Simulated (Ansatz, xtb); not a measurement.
# C2H8BO+: which of two isomers lies lower

Structure I is `CB(C)[OH2+]`, a singlet and structure II is `CCB[OH2+]`, a singlet. Both are isolated ions in the gas phase, relaxed with PBE0-D3(BJ)/pcseg-1; the shapes shown needn't be the lowest conformers.

I (Å):

```xyz
12

C     0.9893   -1.5146   -0.0943
C    -1.2363    0.1627    0.1903
B     0.2483   -0.2047    0.1780
O     1.1553    0.9449    0.4955
H     0.9096   -2.1433    0.8088
H     2.0536   -1.4376   -0.3471
H     0.4838   -2.0859   -0.8834
H    -1.5137    1.0845    0.7156
H    -1.8337   -0.6637    0.5966
H    -1.5685    0.2670   -0.8566
H     2.1302    0.8732    0.4982
H     0.8290    1.8385    0.7202
```

II (Å):

```yaml
atoms:
  - { symbol: C, position_ang: [1.7829, -1.0775, 1.1165] }
  - { symbol: C, position_ang: [0.6527, -0.1522, 0.6767] }
  - { symbol: B, position_ang: [0.9822, 0.9975, -0.2629] }
  - { symbol: O, position_ang: [2.3934, 1.0991, -0.6590] }
  - { symbol: H, position_ang: [2.2420, -1.6101, 0.2712] }
  - { symbol: H, position_ang: [2.5621, -0.5479, 1.6833] }
  - { symbol: H, position_ang: [1.4097, -1.8573, 1.7877] }
  - { symbol: H, position_ang: [-0.1700, -0.7106, 0.1933] }
  - { symbol: H, position_ang: [0.1353, 0.3030, 1.5411] }
  - { symbol: H, position_ang: [0.3314, 1.8562, -0.7608] }
  - { symbol: H, position_ang: [3.0535, 0.4538, -0.3234] }
  - { symbol: H, position_ang: [2.7592, 1.7819, -1.2553] }
```

Q: Estimate E(II) − E(I) at the level CCSD(T)/def2-SVP + ΔMP2/def2-TZVPP.

A: Calculated at CCSD(T)/def2-SVP + ΔMP2/def2-TZVPP: E(II) − E(I) = +73.4 kJ/mol, so structure I lies lower.

The same difference at several levels:

| level | geometry | E(II) − E(I) (kJ/mol) | departure from the last row (kJ/mol) | job, with rough time for the two |
| --- | --- | --- | --- | --- |
| GFN2-xTB | GFN2-xTB | +14.4 | −59.1 | optimisation, 0.19 s |
| HF/STO-3G | GFN2-xTB | +76.7 | +3.3 | single point, 0.2 s |
| r2SCAN-D4/def2-SVP | GFN2-xTB | +86.2 | +12.8 | single point, 2.7 s |
| PBE0-D3(BJ)/pcseg-1 | PBE0-D3(BJ)/pcseg-1 | +79.0 | +5.6 | optimisation, 32 s |
| HF/def2-SVP | PBE0-D3(BJ)/pcseg-1 | +74.2 | +0.8 | part of the CCSD(T) run |
| MP2/def2-SVP | PBE0-D3(BJ)/pcseg-1 | +74.3 | +0.8 | part of the CCSD(T) run |
| CCSD(T)/def2-SVP | PBE0-D3(BJ)/pcseg-1 | +72.2 | −1.2 | single point |
| CCSD(T)/def2-SVP + ΔMP2/def2-TZVPP | PBE0-D3(BJ)/pcseg-1 | +73.4 |  | single point, 14 s |

As drawn, II has 1 C–C, 1 B–H in place of 1 C–B, 1 C–H.

None of the levels shown reverses the order. The largest departure from CCSD(T)/def2-SVP + ΔMP2/def2-TZVPP is that of GFN2-xTB, 59.1 kJ/mol. The last row adds to CCSD(T) the change of the MP2 difference between the two basis sets, here +1.2 kJ/mol.

With harmonic frequencies from PBE0-D3(BJ)/pcseg-1 (ideal gas, rigid rotor, one conformer each, 298.15 K, 1 atm): the zero-point term adds +2.7 kJ/mol; ΔH is +74.5 and ΔG +76.7 kJ/mol.

The correlated steps freeze 4 core orbitals. Mirror images aren't counted in ΔG. Programs: Ansatz 0.2.0, xtb 6.7.1; the last row on 2 threads of Arm Neoverse V2 on a shared host.
